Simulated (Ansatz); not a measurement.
Born–Oppenheimer molecular dynamics of BF₃H₂S (7 atoms, charge 0, multiplicity 1). It starts at the highest image of a converged band, a first-order saddle point between two minima.

Method: RKS r2SCAN/cc-pVDZ (Ansatz 0.2.0).

| Property | Result |
| --- | --- |
| ensemble | NVE (velocity Verlet) |
| time step | 0.5 fs |
| steps asked | 200 |
| starting velocities drawn for | 300 K |
| seed | 9973 |

First frame:

```xyz
7
Properties=species:S:1:pos:R:3
B 0.080 -0.330 -0.059
F -0.172 0.005 1.522
F 1.215 0.292 -0.412
F -1.065 -0.058 -0.709
S 0.350 -2.254 0.381
H -0.963 -2.563 0.233
H 0.026 -1.121 1.582
```

Question: How far do the bonds stretch over the last three quarters of this one trajectory? (Pairs bonded in most of those frames.)

Answer: 
```
 bond  mean (Å)  spread (Å)  shortest  longest
B1–F2     1.342       0.052      1.24     1.43
B1–F3     1.333       0.026      1.30     1.38
B1–F4     1.341       0.042      1.28     1.43
S5–H6     1.359       0.040      1.30     1.42
S5–H7     1.359       0.008      1.35     1.38
```

Mean temperature of the second half: 1602 K. The conserved energy stayed within 0.13 meV per atom of its start (net change 0.0067 meV per atom), so the integration is sound. The kinetic energy rose, since the run started high on the potential surface and went downhill. It ends in pieces (BF3 + H2S), so much of that is their flight and rotation, not heat. A run of 0.1 ps of so small a system gives no equilibrium averages. The orbitals stay closed-shell, which can raise the energy where a bond breaks towards radicals; this wasn't checked here.

Run time: 10 min on 2 threads of Intel(R) Xeon(R) Platinum 8259CL CPU @ 2.50GHz (Skylake/Cascade Lake), on a shared host, peak memory 0.18 GiB.
